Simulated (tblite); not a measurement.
Record of a relaxation.

C₆FeN₆ (charge -3 and doublet state).
Bonds: N1–C2 (triple), C2–Fe3, Fe3–C4, C4–N5 (triple), Fe3–C6, C6–N7 (triple), Fe3–C8, C8–N9 (triple), Fe3–C10, C10–N11 (triple), Fe3–C12, C12–N13 (triple).
Bond orders are those of one Lewis drawing.
The ion is multiply charged and has no counter-ions or solvent; whether it holds all its electrons wasn't checked.

Computed with GFN2-xTB (tblite), gas phase: L-BFGS steps from a force-field or distance-geometry start until the largest atomic force falls under 0.01 eV/Å. 11 of its 27 geometries are shown.

Step 0: E = -914.9247 eV, largest atomic force 6.616 eV/Å
```
atom  x, y, z in Å  |  force x, y, z in eV/Å
N1      1.012    0.907    2.871   -0.020  -0.009   0.021
C2      0.631    0.571    1.821   -0.205  -0.200  -0.904
Fe3    -0.006   -0.003    0.014   -0.052   0.104  -0.433
C4      0.108    1.913   -0.709   -0.367  -6.183   2.324
N5      0.183    2.975   -1.072    0.329   4.963  -1.760
C6     -0.651   -0.597   -1.805    0.509   0.477   1.582
N7     -1.006   -0.929   -2.858   -0.205  -0.185  -0.568
C8     -1.909    0.349    0.606    1.421  -0.306  -0.429
N9     -2.998    0.549    0.960   -0.341   0.069   0.092
C10     1.888   -0.342   -0.641   -1.516   0.324   0.661
N11     2.976   -0.523   -1.005    0.419  -0.089  -0.172
C12    -0.099   -1.901    0.708    0.161   4.592  -1.707
N13    -0.133   -2.969    1.093   -0.132  -3.557   1.293
```

Step 3: E = -914.9843 eV, largest atomic force 6.785 eV/Å
```
atom  x, y, z in Å  |  force x, y, z in eV/Å
N1      1.010    0.905    2.868   -0.700  -0.614  -1.905
C2      0.627    0.567    1.799    0.626   0.555   1.479
Fe3    -0.007   -0.002    0.004   -0.008   0.020  -0.075
C4      0.109    1.902   -0.700   -0.393  -6.358   2.337
N5      0.181    2.956   -1.067    0.382   5.803  -2.063
C6     -0.643   -0.590   -1.778   -0.676  -0.611  -1.959
N7     -1.006   -0.929   -2.859    0.767   0.723   2.340
C8     -1.882    0.343    0.597   -1.896   0.328   0.604
N9     -2.996    0.549    0.959    2.361  -0.434  -0.773
C10     1.861   -0.335   -0.627    1.981  -0.276  -0.592
N11     2.974   -0.524   -1.005   -2.443   0.402   0.821
C12    -0.098   -1.879    0.698    0.043   1.358  -0.556
N13    -0.134   -2.965    1.092   -0.045  -0.896   0.340
```

Step 5: E = -915.2489 eV, largest atomic force 1.103 eV/Å
```
atom  x, y, z in Å  |  force x, y, z in eV/Å
N1      1.005    0.901    2.855    0.008   0.011   0.059
C2      0.631    0.570    1.803   -0.080  -0.073  -0.456
Fe3    -0.007   -0.001    0.003    0.002   0.011  -0.034
C4      0.108    1.876   -0.688   -0.004  -0.535   0.280
N5      0.182    2.972   -1.074   -0.003   0.122  -0.070
C6     -0.646   -0.592   -1.785    0.138   0.146   0.454
N7     -1.001   -0.924   -2.843   -0.054  -0.047  -0.101
C8     -1.889    0.344    0.599    0.517  -0.122  -0.182
N9     -2.979    0.546    0.953   -0.088   0.017   0.022
C10     1.868   -0.335   -0.628   -0.510   0.134   0.240
N11     2.956   -0.521   -0.999    0.080  -0.026  -0.031
C12    -0.098   -1.865    0.692   -0.026  -0.678   0.186
N13    -0.134   -2.969    1.094    0.020   1.040  -0.366
```

Step 8: E = -915.3277 eV, largest atomic force 0.239 eV/Å
```
atom  x, y, z in Å  |  force x, y, z in eV/Å
N1      0.987    0.885    2.811   -0.037  -0.033  -0.227
C2      0.630    0.568    1.745    0.017   0.013   0.187
Fe3    -0.006    0.001   -0.004    0.054  -0.001   0.183
C4      0.112    1.826   -0.648   -0.033  -0.016  -0.073
N5      0.175    2.915   -1.060    0.014   0.010   0.039
C6     -0.634   -0.577   -1.739   -0.053  -0.035  -0.230
N7     -0.992   -0.914   -2.798    0.029   0.035   0.184
C8     -1.832    0.326    0.578   -0.178   0.047   0.048
N9     -2.925    0.536    0.933    0.208  -0.058  -0.076
C10     1.815   -0.315   -0.594    0.155  -0.047  -0.118
N11     2.898   -0.514   -0.980   -0.166   0.046   0.107
C12    -0.097   -1.825    0.662    0.010   0.199  -0.067
N13    -0.136   -2.912    1.076   -0.022  -0.161   0.041
```

Step 10: E = -915.3296 eV, largest atomic force 0.212 eV/Å
```
atom  x, y, z in Å  |  force x, y, z in eV/Å
N1      0.987    0.886    2.808   -0.018  -0.014  -0.153
C2      0.628    0.566    1.744    0.022   0.014   0.160
Fe3    -0.004    0.001    0.001    0.002  -0.002   0.000
C4      0.111    1.824   -0.650   -0.017  -0.007  -0.034
N5      0.176    2.914   -1.059    0.009   0.005   0.026
C6     -0.634   -0.576   -1.741    0.042   0.045   0.081
N7     -0.992   -0.915   -2.796   -0.054  -0.041  -0.076
C8     -1.832    0.327    0.578    0.095  -0.008  -0.018
N9     -2.922    0.535    0.932   -0.069  -0.003   0.007
C10     1.815   -0.315   -0.595   -0.204   0.026   0.051
N11     2.896   -0.513   -0.977    0.204  -0.024  -0.039
C12    -0.097   -1.822    0.661    0.004  -0.048   0.043
N13    -0.137   -2.912    1.075   -0.015   0.059  -0.047
```

Step 13: E = -915.3307 eV, largest atomic force 0.072 eV/Å
```
atom  x, y, z in Å  |  force x, y, z in eV/Å
N1      0.990    0.888    2.806    0.014   0.013  -0.020
C2      0.626    0.564    1.746    0.005   0.002   0.024
Fe3    -0.004    0.001    0.002   -0.009  -0.003  -0.029
C4      0.109    1.823   -0.652   -0.004  -0.020   0.004
N5      0.176    2.915   -1.056    0.004   0.025   0.004
C6     -0.632   -0.574   -1.741   -0.010  -0.008  -0.017
N7     -0.995   -0.916   -2.795   -0.010   0.002   0.030
C8     -1.829    0.327    0.578    0.005  -0.001   0.003
N9     -2.921    0.533    0.930    0.003  -0.012  -0.012
C10     1.812   -0.316   -0.596    0.036  -0.007  -0.007
N11     2.898   -0.512   -0.975   -0.019   0.012   0.028
C12    -0.096   -1.821    0.663    0.001   0.069  -0.019
N13    -0.139   -2.911    1.073   -0.016  -0.070   0.010
```

Step 16: E = -915.3310 eV, largest atomic force 0.028 eV/Å
```
atom  x, y, z in Å  |  force x, y, z in eV/Å
N1      0.993    0.891    2.804    0.005   0.003  -0.015
C2      0.625    0.562    1.748    0.020   0.020   0.001
Fe3    -0.004    0.001    0.001    0.003   0.000   0.003
C4      0.108    1.822   -0.654    0.007   0.005   0.012
N5      0.177    2.915   -1.054   -0.001   0.006   0.003
C6     -0.632   -0.574   -1.741   -0.017  -0.015   0.001
N7     -0.998   -0.917   -2.793   -0.012  -0.001   0.005
C8     -1.827    0.327    0.578    0.003  -0.010  -0.013
N9     -2.920    0.531    0.928   -0.009  -0.006  -0.001
C10     1.812   -0.316   -0.597    0.013   0.004   0.011
N11     2.899   -0.511   -0.971    0.007   0.003   0.013
C12    -0.096   -1.819    0.664   -0.010  -0.004  -0.016
N13    -0.141   -2.911    1.070   -0.010  -0.007  -0.004
```

Step 18: E = -915.3313 eV, largest atomic force 0.083 eV/Å
```
atom  x, y, z in Å  |  force x, y, z in eV/Å
N1      0.995    0.893    2.803    0.032   0.028   0.057
C2      0.627    0.564    1.747   -0.015  -0.013  -0.081
Fe3    -0.004    0.001    0.000    0.014   0.002   0.030
C4      0.109    1.823   -0.653    0.003   0.023  -0.007
N5      0.177    2.916   -1.052   -0.001  -0.015   0.014
C6     -0.634   -0.575   -1.740    0.000   0.003   0.018
N7     -1.000   -0.918   -2.792   -0.023  -0.013  -0.020
C8     -1.827    0.326    0.577   -0.040   0.002   0.003
N9     -2.921    0.529    0.927    0.034  -0.014  -0.016
C10     1.814   -0.316   -0.595   -0.051   0.012   0.023
N11     2.901   -0.510   -0.969    0.065  -0.006  -0.004
C12    -0.097   -1.819    0.662   -0.009  -0.070   0.013
N13    -0.143   -2.912    1.069   -0.007   0.063  -0.031
```

Step 21: E = -915.3327 eV, largest atomic force 0.135 eV/Å
```
atom  x, y, z in Å  |  force x, y, z in eV/Å
N1      1.015    0.910    2.791    0.034   0.032   0.081
C2      0.637    0.572    1.742   -0.037  -0.038  -0.124
Fe3    -0.002   -0.001   -0.003    0.022   0.005   0.044
C4      0.111    1.825   -0.650    0.001   0.031  -0.018
N5      0.178    2.923   -1.039   -0.002  -0.037   0.015
C6     -0.646   -0.584   -1.736    0.031   0.038   0.011
N7     -1.025   -0.925   -2.784   -0.025  -0.025  -0.022
C8     -1.824    0.319    0.568   -0.064   0.013   0.027
N9     -2.920    0.514    0.915    0.039  -0.011  -0.018
C10     1.822   -0.314   -0.586   -0.075   0.013   0.019
N11     2.915   -0.502   -0.944    0.076  -0.012  -0.015
C12    -0.106   -1.821    0.653    0.005  -0.107   0.040
N13    -0.161   -2.916    1.053   -0.005   0.099  -0.042
```

Step 23: E = -915.3331 eV, largest atomic force 0.030 eV/Å
```
atom  x, y, z in Å  |  force x, y, z in eV/Å
N1      1.022    0.916    2.787   -0.011  -0.008  -0.026
C2      0.639    0.574    1.740    0.014   0.007   0.000
Fe3     0.000   -0.001   -0.002    0.002   0.003  -0.006
C4      0.111    1.825   -0.650    0.004  -0.006   0.011
N5      0.179    2.924   -1.034   -0.002  -0.001  -0.006
C6     -0.648   -0.584   -1.735    0.017   0.022  -0.011
N7     -1.033   -0.928   -2.781   -0.006  -0.008   0.013
C8     -1.823    0.317    0.566   -0.004   0.000   0.013
N9     -2.920    0.509    0.911   -0.024   0.003   0.002
C10     1.824   -0.314   -0.583    0.019   0.000   0.002
N11     2.920   -0.500   -0.935   -0.012   0.000   0.005
C12    -0.108   -1.822    0.652    0.012   0.010  -0.001
N13    -0.167   -2.917    1.048   -0.009  -0.022   0.004
```

Step 26: E = -915.3334 eV, largest atomic force 0.009 eV/Å
```
atom  x, y, z in Å  |  force x, y, z in eV/Å
N1      1.026    0.920    2.781    0.002   0.001  -0.005
C2      0.643    0.576    1.735    0.000  -0.001   0.004
Fe3     0.002    0.000   -0.002   -0.003   0.000  -0.001
C4      0.112    1.825   -0.647   -0.001  -0.001   0.002
N5      0.179    2.924   -1.032    0.001   0.001  -0.004
C6     -0.647   -0.581   -1.736   -0.002  -0.002  -0.001
N7     -1.040   -0.931   -2.777    0.006   0.004   0.005
C8     -1.825    0.316    0.568    0.001  -0.001   0.000
N9     -2.923    0.506    0.909   -0.004   0.000   0.003
C10     1.826   -0.312   -0.580    0.001   0.001   0.000
N11     2.923   -0.499   -0.929    0.001  -0.002   0.002
C12    -0.107   -1.823    0.650   -0.001   0.004  -0.005
N13    -0.172   -2.919    1.044    0.000  -0.005   0.001
```

**Question.** Summarise the path.

**Answer.** The energy falls by 0.4087 eV from step 0 to step 26; nine tenths of that is first reached at step 7. It rises by more than 0.2 meV at steps 1 and 3. The largest force goes from 6.616 to 0.009 eV/Å. Among the bonds Fe3–C4 changes most, from 2.051 to 1.939 Å; the atoms move by 0.087 Å rms after alignment.

What follows is the cost of the whole relaxation. On an Intel Xeon Platinum 8259CL at 2.50 GHz with one thread, no GPU, on a shared host, this took 0.44 s.
